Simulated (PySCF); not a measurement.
Gas-phase reaction: 4 ZnCH3 + 2 H2 ⇌ 4 ZnH2 + C4H8 (isobutene)

Method: PySCF energies plus ideal-gas RRHO corrections (1 bar). † marks an energy on the PBE0/def2-TZVP geometry and frequencies; other levels use their own. MP2 freezes the core. 6-31G* has spherical d functions here. Open shells (unrestricted): ZnCH3 (multiplicity 2); the rest are closed-shell singlets. Zn: all electrons, no relativistic terms. ZnCH3, ZnH2: computed as isolated molecules; such fragments, hydroxides, amides, oligomers or adducts are transient or little studied in the gas. MP2 isn't extrapolated to the basis-set limit; its ΔH°(298 K) is -276.7 kJ in def2-SVP and -255.9 kJ in def2-TZVPP. The harmonic model lacks anharmonicity and excited electronic states, which grow with temperature; levels with a mode under 35 cm⁻¹ are left out. Internal rotation in C4H8 (isobutene) is treated as a harmonic vibration of one conformer, which makes the entropy rough.

| level | ΔE electronic, kJ | ΔH°(298 K), kJ | ΔS°(298 K), J/K | ΔG°(800 K), kJ |
|---|---|---|---|---|
| HF/6-31G* | -67 | -94 | -174 | 45 |
| HF/def2-TZVP† | -129 | -144 | -185 | 7 |
| M06-2X/def2-TZVP† | -152 | -168 | -185 | -17 |
| MP2/def2-SVP† | -261 | -277 | -185 | -126 |
| ωB97M-V/def2-TZVP† | -275 | -290 | -185 | -139 |
| ωB97X-V/def2-TZVP† | -295 | -310 | -185 | -159 |
ΔH° is lowest at ωB97X-V/def2-TZVP† and highest at HF/6-31G*. No reference value is set beside these.
